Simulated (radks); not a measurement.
Problem. These are the eigenvalues of the occupied orbitals of an atom or ion with whole-number occupations (eV). Calculated with a radial shooting solver on a logarithmic mesh with Libxc functionals: scalar-relativistic Kohn-Sham, LDA (Slater exchange, Perdew-Zunger correlation), spin-polarised, spherical densities, finite nucleus; Fermi nuclear charge, rms radius of each element as measured or else 0.836 A^(1/3) + 0.57 fm.

orbital  eigenvalue
1s up     -72627.82
1s down   -72626.23
2s up     -13468.03
2s down   -13467.06
2p up     -11894.18
2p down   -11893.25
3s up     -3931.956
3s down   -3930.780
3p up     -3467.145
3p down   -3465.954
3d up     -2941.086
3d down   -2939.966
4s up     -1560.263
4p up     -1395.275
4p down   -1392.495
4d up     -1194.425
4d down   -1191.659
5s up     -815.4149

Which element is it, and in what charge state? The configuration may be excited. Open shells, if any, are filled with parallel spins first.

Solution. Z = 75, rhenium, charge +29: Re29+ in [Ar] 3d10 4s1 4p6 4d10 5s1. The list shows which subshells hold electrons but not how many an open one holds; the 1s level, -2669 hartree, gives Z - s = 73.1 by -(Z - s)^2/2, which with screening and relativity narrows Z to a few neighbours, and the depths of the outer levels then fix element, charge and occupations together.
